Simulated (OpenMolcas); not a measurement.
**Nd3+: effect of the basis set**

* Program: OpenMolcas
* Method: CASSCF
* Active space: 3 electrons in 14 orbitals (4f 5f)
* State averaging: 2S+1 = 4 odd, 30 roots; 2S+1 = 2 odd, 43 roots
* Spin-orbit coupling: RASSI with atomic mean-field integrals over the reference wave functions, term energies averaged over their components

A. ANO-R2 [8s7p4d3f1g], X2C, finite nucleus; cost roughly 40 core-seconds
B. ANO-RCC-VTZP [8s7p5d3f2g1h], DKH2, point nucleus; cost roughly 80 core-seconds
C. ANO-RCC-VQZP [9s8p6d4f3g2h], DKH2, point nucleus; cost roughly 3 core-minutes

Energies in eV above 4f3 4I* 9/2, the measured ground level; measured values from the list in Arab et al., J. Quant. Spectrosc. Radiat. Transfer 229, 145 (2019) and Gaigalas et al. (2019), from Wyart et al. (2007).

| Level | A | B | C | Measured |
| --- | --- | --- | --- | --- |
| 4f3 4I* 9/2 | 0.0000 | 0.0000 | 0.0000 | 0.0000 |
| 4f3 4I* 11/2 | 0.2487 | 0.2491 | 0.2490 | 0.2352 |
| 4f3 4I* 13/2 | 0.5178 | 0.5186 | 0.5183 | 0.4845 |
| 4f3 4I* 15/2 | 0.7992 | 0.8002 | 0.7997 | 0.7425 |
| 4f3 2H* 9/2 | 1.9182 | 1.9138 | 1.9139 | 1.5870 |
| 4f3 4F* 3/2 | 1.9354 | 1.9315 | 1.9316 | 1.4504 |
| 4f3 4F* 5/2 | 2.0692 | 2.0655 | 2.0656 | 1.5805 |
| 4f3 4S* 3/2 | 2.1853 | 2.1817 | 2.1817 | 1.7101 |
| 4f3 4F* 7/2 | 2.1950 | 2.1913 | 2.1914 | 1.7010 |
| 4f3 4F* 9/2 | 2.3312 | 2.3276 | 2.3276 | 1.8591 |
| 4f3 2H* 11/2 | 2.3420 | 2.3382 | 2.3380 | 2.0038 |
| 4f3 2G* 7/2 | 2.6739 | 2.6687 | 2.6687 | 2.1890 |
| 4f3 2K* 13/2 | 2.9247 | 2.9187 | 2.9187 | 2.4803 |
| 4f3 4G* 5/2 | 2.9356 | 2.9295 | 2.9298 | 2.1954 |
| 4f3 2G* 9/2 [63 %] | 3.0313 | 3.0267 | 3.0264 |  |
| 4f3 4G* 7/2 | 3.1126 | 3.1068 | 3.1069 | 2.4228 |
| 4f3 2K* 15/2 | 3.2287 | 3.2231 | 3.2229 | 2.7331 |
| 4f3 4G* 9/2 | 3.3087 | 3.3033 | 3.3033 |  |

Deviations, from unrounded energies. A percentage is the sum of absolute deviations over the sum of measured energies, with the sign that they share, or ± where signs differ.

| Against measurement | Levels | A | B | C |
| --- | --- | --- | --- | --- |
| mean absolute deviation (cm-1) | 15 | 3200 | 3200 | 3200 |
| fine structure of the ground term (%) | 3 | +7.1 | +7.2 | +7.2 |
| other terms of the ground configuration (%) | 12 | +24.8 | +24.6 | +24.6 |

A, B, C lie about equally close to measurement. The largest miss of C in the table is 4f3 4G* 5/2, by +5900 cm-1. The ranking rests on the paired levels alone, and a cruder setting can come out closer through cancelling errors.

Among A to C the level of the table that moves most is 4f3 4G* 5/2, by 49 cm-1 (lowest in B, highest in A).

High states are left out of the spin-orbit mixing, which shifts the levels that they would mix with. Without dynamic correlation excited terms often stand tens of per cent too high (terms of higher spin than the ground term too low), and those without a measured partner can miss by more than the paired ones. Some levels mix across a computed gap that differs much from the measured one, so their mixing is not that of the real levels. Active for correlation alone: 5f; no level in the range computed is led by a configuration that fills it, so any true level of that kind is missing. Measured partners are found by configuration, term and J. A level has none where our copy of the source lacks it or the pairing is in doubt (some pairs that miss far off the trend of their configuration count as doubtful), and it then counts in no deviation. Only configurations of the active space appear. The table leaves out levels that lie high or whose names do not pair safely across all columns.

A share in square brackets marks a mixed level and gives the weight of the term that names it, the lowest over the columns. * marks odd parity.
